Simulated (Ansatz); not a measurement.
input.yaml

```yaml
crystal:
  periodic: [false, false, false]
  atoms:
    - { symbol: Al, position_ang: [0.0, 0.0, 0.0] }
    - { symbol: F, position_ang: [0.0, 0.0, 2.04] }
    - { symbol: C, position_ang: [1.706, 0.0, -0.985] }
    - { symbol: H, position_ang: [2.0356, -1.0462, -1.1552] }
    - { symbol: H, position_ang: [1.5695, 0.508, -1.9624] }
    - { symbol: H, position_ang: [2.4756, 0.5381, -0.3932] }
    - { symbol: C, position_ang: [-1.706, 0.0, -0.985] }
    - { symbol: H, position_ang: [-2.2662, -0.9305, -0.7558] }
    - { symbol: H, position_ang: [-2.3102, 0.8797, -0.6796] }
    - { symbol: H, position_ang: [-1.5043, 0.0508, -2.0753] }
    - { symbol: H, position_ang: [0.0834, 1.7631, 0.5865] }
    - { symbol: H, position_ang: [0.0624, 1.3199, 1.5347] }
basis:
  gaussian: { orbitals: "6-31G*" }
hamiltonian:
  xc: pbe0
  dispersion: d4
relax:
  f_tol: 0.15
  max_steps: 25
  restrain:
    - { distance: [0, 10], at: 2.76, k: 30.0 }
    - { distance: [11, 1], at: 2.12, k: 30.0 }
    - { distance: [0, 1], at: 1.69, k: 30.0 }
    - { distance: [11, 10], at: 0.66, k: 30.0 }
```

Run as:

```bash
$ ansatz run input.yaml --threads 1 --pin off --max-ram 2048MiB --backend cpu --events-out ev --progress --plain --runs-dir out
```

Hardware: 1 thread of Intel(R) Xeon(R) 6975P-C (Granite Rapids) (shared host).

Question: Roughly how long does this run take, and how much memory?

Answer: 16 s, with a peak of 0.17 GiB, for 7 ionic steps.
